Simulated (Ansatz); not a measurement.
F3H5InNSi, SMILES `[F][In-]([F])([F])[NH2+][SiH3]`, one more setting.

```yaml
crystal:
  periodic: [false, false, false]
  atoms:
    - {symbol: F, position_ang: [-2.603655, -1.816122, -0.211001]}
    - {symbol: In, position_ang: [-0.475995, -1.699520, -0.126841]}
    - {symbol: F, position_ang: [0.195352, -1.375861, 1.723817]}
    - {symbol: F, position_ang: [0.574041, -2.662028, -1.318048]}
    - {symbol: N, position_ang: [-0.112193, 0.272619, -0.625736]}
    - {symbol: Si, position_ang: [0.506188, 1.386774, 0.590784]}
    - {symbol: H, position_ang: [-1.176356, 0.725910, -1.062236]}
    - {symbol: H, position_ang: [0.484426, 0.237316, -1.472599]}
    - {symbol: H, position_ang: [1.865810, 0.799970, 0.862270]}
    - {symbol: H, position_ang: [0.779924, 2.788542, 0.054865]}
    - {symbol: H, position_ang: [-0.407083, 1.356069, 1.682734]}
basis:
  gaussian: {orbitals: def2-SVP}
hamiltonian: {xc: {name: HF}}
correlation: {method: bccd_t}
accuracy: high
```

```sh
$ ansatz run in.yaml --threads 4 --pin off --events-out ev --progress --plain --max-ram 11315MiB
```

Shortened log:

```
Functional definition: HF
2895 factors; integrals over basis functions are off by at most 5.1e-8 eV
mean field evaluation 1: about -22674.7662 eV, gradient 5.5e1 eV
mean field evaluation 2: about -22674.9301 eV, gradient 5.5e1 eV
mean field evaluation 4: about -22680.8396 eV, gradient 3.0e0 eV
mean field evaluation 8: about -22680.9122 eV, gradient 3.9e-1 eV
mean field evaluation 16: about -22680.9128 eV, gradient 2.5e-8 eV
mean field -22680.91279728 eV, -833.5081716251 hartree, gradient 3.0e-8 eV, S^2 0.000000; 0 other end points of the search recorded, 0 dependent functions left out
13 core orbitals not correlated: weight in the atoms' cores, before any rotation towards them, 1.000 or more for the frozen orbitals, at most 0.000 for the correlated occupied ones
reference -22680.91279728 eV, -833.5081716251 hartree; 24, 24 occupied and 88, 88 virtual orbitals, 2895 factors
second order -25.61702671 eV of doubles, -0.00000000 eV of singles
cycle   1  -25.73821612 eV  change   -1.2e-1 eV  update   1.4e-1
cycle   2  -26.34855156 eV  change   -6.1e-1 eV  update   5.0e-2
cycle   3  -26.55346140 eV  change   -2.0e-1 eV  update   2.7e-2
cycle   4  -26.54021103 eV  change    1.3e-2 eV  update   6.4e-3
cycle   5  -26.53126366 eV  change    8.9e-3 eV  update   2.4e-3
cycle   6  -26.53043682 eV  change    8.3e-4 eV  update   8.2e-4
cycle   7  -26.53061257 eV  change   -1.8e-4 eV  update   3.5e-4
cycle   8  -26.53041583 eV  change    2.0e-4 eV  update   1.2e-4
cycle   9  -26.53037673 eV  change    3.9e-5 eV  update   4.9e-5
cycle  10  -26.53044122 eV  change   -6.4e-5 eV  update   1.9e-5
cycle  11  -26.53042316 eV  change    1.8e-5 eV  update   8.7e-6
cycle  12  -26.53042264 eV  change    5.2e-7 eV  update   3.1e-6
cycle  13  -26.53042514 eV  change   -2.5e-6 eV  update   1.2e-6
cycle  14  -26.53042435 eV  change    7.8e-7 eV  update   5.5e-7
cycle  15  -26.53042487 eV  change   -5.2e-7 eV  update   2.5e-7
cycle  16  -26.53042495 eV  change   -8.0e-8 eV  update   1.1e-7
cycle  17  -26.53042493 eV  change    2.7e-8 eV  update   5.7e-8
cycle  18  -26.53042494 eV  change   -1.3e-8 eV  update   3.6e-8
cycle  19  -26.53042508 eV  change   -1.4e-7 eV  update   1.2e-7
cycle  20  -26.53042507 eV  change    1.5e-8 eV  update   3.0e-8
cycle  21  -26.53042507 eV  change   1.5e-10 eV  update   1.1e-8
cycle  22  -26.53042506 eV  change    2.3e-9 eV  update   4.9e-9
cycle  23  -26.53042506 eV  change    1.9e-9 eV  update   2.1e-9
perturbative correction -0.60168488 eV, -0.0221115116 hartree
Total energy: -22708.04490723 eV, -834.5052582749 hartree
```

Run time 100 s (4 threads of an Intel Xeon on a shared host); peak host memory 2.1 GiB.
